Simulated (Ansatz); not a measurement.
**Correcting a cheap level on molecular compounds of Sn**

The vertical ionisation energy (cation less neutral) in eV of 7 molecular compounds of Sn: x at r2SCAN-D4/def2-TZVPP, y at CCSD(T)/def2-TZVPP. Shapes, held fixed at every level: PBE0-D4/def2-TZVP. Flexible molecules stand in one conformer, not always the lowest. Programs: Ansatz 0.2.0.

| molecule | x (eV) | y (eV) |
| --- | --- | --- |
| Sn(CH3)F | 8.75 | 8.91 |
| Sn(NH2)Br | 9.32 | 9.64 |
| Sn(SH)Cl | 9.43 | 9.51 |
| CH4O2Sn (SMILES C[O][Sn][OH]) | 9.54 | 10.07 |
| Sn(NH2)F | 9.67 | 9.75 |
| CH3FOSn (SMILES C[O][Sn][F]) | 9.79 | ? |
| SnBrCl (SMILES [Cl][Sn][Br]) | 9.82 | 9.90 |

Q: Fit y = c + s·x to the known rows and predict y for CH3FOSn.

A: 
1. Means of the 6 rows: x = 9.4217, y = 9.630.
2. Σ(Δx)² = 0.69588, Σ(Δx·Δy) = 0.671, so the slope is 0.671/0.69588 = 0.96425.
3. Intercept: 9.630 − (0.96425) × 9.4217 = 0.545. The largest residual of the fit is 0.33.
4. CH3FOSn: 0.545 + 0.96425 × 9.79 = 9.99 eV.

CCSD(T)/def2-TZVPP gives 10.25 eV, so the prediction is off by -0.26 eV, within the largest residual. The largest residual belongs to CH4O2Sn, which stands apart and tilts the line. Uncorrected, r2SCAN-D4/def2-TZVPP misses CH3FOSn by -0.46 eV, and the other rows by 0.21 on average. The line removes about 40 % of this miss. Left out in turn, the other rows are missed by 0.24 eV on average, worse than no correction. Cations run unrestricted. For atoms past krypton def2 sets carry core potentials with scalar relativity. Relativity is left out for Br. Outer-core shells of Br, Sn are correlated, in sets that cover them unevenly.
